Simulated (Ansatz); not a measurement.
Molecule: C$_{4}$H$_{5}$S, charge 0, multiplicity 2. It need not be the lowest isomer of its formula. 
Geometry from a B3LYP-D3(BJ)/def2-TZVP (Ansatz, a first-principles code) optimisation:
```
C
C 1 1.3105
H 1 1.0822 2 125.73
C 2 1.4654 1 124.11 3 180.00
H 4 1.0902 2 113.25 1 -117.49
H 4 1.0902 5 109.19 2 127.18
C 1 1.5110 3 120.85 2 180.00
H 7 1.0913 1 111.80 3 -60.96
H 7 1.0913 8 108.54 1 -123.78
S 7 1.8489 8 109.38 9 -119.28
```
Charge 0, spin multiplicity 2.

Basis-set convergence of Hartree-Fock and MP2 correlation energies (hartree) with Ansatz. Cores are frozen in the correlated levels unless marked. Open shells are spin-unrestricted. Spin-orbit coupling is left out. Non-relativistic.

The UHF reference is spin-contaminated (<S^2> 0.18 over the pure value in the largest basis). 

```
basis        functions       E(HF)  E(corr, MP2)
-----------  ---------  ----------  ------------
cc-pV(D+d)Z        104  -551.84303      -0.62789
cc-pV(T+d)Z        229         [?]           [?]
```

Question: Some entries are withheld; supply them.

Answer: 
- cc-pV(T+d)Z, E(HF): -551.89911
- cc-pV(T+d)Z, E(corr, MP2): -0.77968
